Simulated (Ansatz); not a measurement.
The same path of Cl4Si + FH (7 atoms, charge 0, multiplicity 1) was run twice with different band settings. Lost on the way: Si1–Cl2, F6–H7. Made: Si1–F6, Cl2–H7.

Level of theory: RKS PBE0-D4/def2-SVP (Ansatz).

Relaxed end points:

```xyz
7
Properties=species:S:1:pos:R:3
Si 0.317 0.000 -0.110
Cl 0.281 0.000 1.948
Cl 2.270 -0.001 -0.679
Cl -0.589 1.674 -0.804
Cl -0.591 -1.673 -0.804
F -2.745 -0.001 1.226
H -2.086 0.000 1.875
```

```xyz
7
Properties=species:S:1:pos:R:3
Si -0.414 0.000 -0.667
Cl -0.242 -0.001 3.614
Cl 1.459 0.000 0.094
Cl -0.759 1.670 -1.756
Cl -0.760 -1.669 -1.756
F -1.453 0.000 0.570
H -0.974 0.000 2.554
```

Common settings: spring 5.0 eV/Å²; optimiser quadratic models (default); start path through a guess of the saddle point; force threshold 0.05 eV/Å; iteration limit 60; end points relaxed.

| run | movable images | climbing image |
| --- | --- | --- |
| 1 | 5 | yes |
| 2 | 6 | no |

(1) What does each run give, and how far can it be trusted?

## Answers

(1) Run 1: converged after 12 iterations, highest image 1.163 eV above the first end. A vibrational analysis at the climbing image gives one clearly imaginary mode, 577i cm⁻¹: a first-order saddle point.
Run 2: converged after 9 iterations, highest image 1.149 eV above the first end. No image climbed, so the highest image needn't sit at the top of the path.
The orbitals stay closed-shell, which can raise the energy where a bond breaks towards radicals; this wasn't checked here.
